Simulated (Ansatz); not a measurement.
Reaction (redistribution): `[OH][GeH]([Cl])[GeH3]` + `FC([SiH3])[TeH]` → `[F][GeH]([Cl])[GeH3]` + `OC([SiH3])[TeH]`

Program: Ansatz. Geometries: PBE0-D4/def2-TZVP. ΔE: electronic, gas phase. CCSD(T)/CBS adds triple-zeta CCSD(T) − MP2 to the extrapolated MP2 energy (def2 sets, frozen cores). DFT in def2-TZVPP. B3LYP here is the variant with VWN-RPA as its local correlation; programs differ in this. def2 core potentials past Kr. For Ge, Te outer-core shells are correlated without core-valence functions, which leaves a few kJ/mol of doubt a bond. Scalar relativity is left out up to krypton. One conformer a species, not always the lowest.

```
   level  ΔE (kcal/mol)
B3LYP-D4           -8.5
    PBE0           -8.5
```

Task: What does CCSD(T)/CBS give? (An estimate is asked.)

Result: The calculation gave: -8.5 kcal/mol. The listed levels differ from it by 0.0, 0.0 kcal/mol.

Largest T1 diagnostic among the species: 0.012.

CCSD(T)/CBS has its own doubt, a few kJ/mol and more with outer-core shells, so smaller differences from it don't rank the levels.
